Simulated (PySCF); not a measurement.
**A thermochemical cycle for ZnB**

CCSD(T) in PySCF with def2-SVP on every atom, for the lowest determinant that a PBE0 search found; no spin–orbit coupling. ZnB, a doublet (π ↑), has De = 0.30 eV to neutral atoms, and ZnB⁺, a singlet (closed shell), has De = 1.77 eV to Zn + B⁺.

The adiabatic ionisation energy of ZnB, between the minima, is 6.62 eV.

**Question.** Which ionisation energy of the B atom does this level give?

**Answer.** IE(B) = IE(molecule) + De(ion) − De(neutral) = 6.62 + 1.77 − 0.30 = 8.09 eV; the measured value is 8.298 eV (NIST ASD).

Correlated steps freeze 6 core orbitals. Weak bonds: ZnB. Basis-set superposition, not corrected here, can be much of De in a small basis, most of all at correlated wavefunction levels. For an ion De counts to the pair picked by the measured ionisation energies or electron affinities, which need not be the lowest pair at this level. States were picked by a PBE0 search and need not be the measured ground states.
